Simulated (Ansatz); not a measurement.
The first iterations of a band of ClGeH3 + H3N (9 atoms, charge 0, multiplicity 1).

These are results of RKS PBE-D4/def2-mTZVP in Ansatz, not measurements.

```
movable images  : 9
climbing image  : yes
spring          : 5.0 eV/Å²
optimiser       : quadratic models (default)
start path      : through a guess of the saddle point
force threshold : 0.05 eV/Å
iteration limit : 60
end points      : relaxed
```

First end point:

```xyz
9
Properties=species:S:1:pos:R:3
Ge 0.398 0.031 -0.073
Cl 0.616 -0.119 2.112
H 1.868 0.028 -0.574
H -0.283 1.370 -0.411
H -0.346 -1.217 -0.582
N -2.537 -0.010 1.014
H -3.261 -0.684 0.750
H -3.013 0.889 1.139
H -2.198 -0.287 1.940
```

Last end point:

```xyz
9
Properties=species:S:1:pos:R:3
Ge -0.401 0.034 -0.454
Cl -0.483 0.464 3.387
H 0.710 -0.950 -0.045
H 0.024 1.509 -0.344
H -0.957 -0.293 -1.862
N -1.768 -0.187 0.860
H -2.131 -1.143 0.907
H -2.566 0.440 0.720
H -1.184 0.126 2.146
```

| iteration | highest image above the first end (eV) | largest band force component (eV/Å) |
| --- | --- | --- |
| 1 | 4.070 | 6.973 |
| 2 | 2.683 | 2.661 |
| 3 | 1.393 | 3.276 |
| 4 | 1.038 | 1.070 |
| 5 | 0.865 | 1.002 |
| 6 | 0.827 | 0.962 |

Does the band converge within its limit, and where does its top end?

It converged. It ended after 20 iterations with the highest image 0.587 eV above the first end. A vibrational analysis at the climbing image gives one clearly imaginary mode, 82i cm⁻¹: a first-order saddle point. The orbitals stay closed-shell, which can raise the energy where a bond breaks towards radicals; this wasn't checked here.

Time of the run: 4.3 min on 2 threads of Arm Neoverse V2, with other jobs on the host, peak memory 0.13 GiB.
